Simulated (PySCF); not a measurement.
# Correlation energy of Ir⁺ (iridium, charge +1)

[Xe] 4f14 5d6 6s2, high-spin 5D determinant (an excited configuration). Computed with PySCF 2.14 in aug-cc-pVTZ-PP with one added diffuse shell each of s, p, d, f, g type with ECP60MDF (7s7p6d4f3g, 113 functions), with scalar relativity through the core potential. Frozen: 5s2 5p6; 8 electrons correlated.

MP2 pair energies summed by pair of shells (mhartree):

```json
{"pair": "5d-5d", "energy": "-98.57", "share (%)": "51.1"}
{"pair": "5d-6s", "energy": "-73.71", "share (%)": "38.2"}
{"pair": "6s-6s", "energy": "-20.65", "share (%)": "10.7"}
```

Total MP2 correlation energy: -192.93 mhartree.

Same-spin part -82.57 and opposite-spin part -110.35 mhartree; SCS-MP2 scales them by 1/3 and 6/5 to -159.95 mhartree.
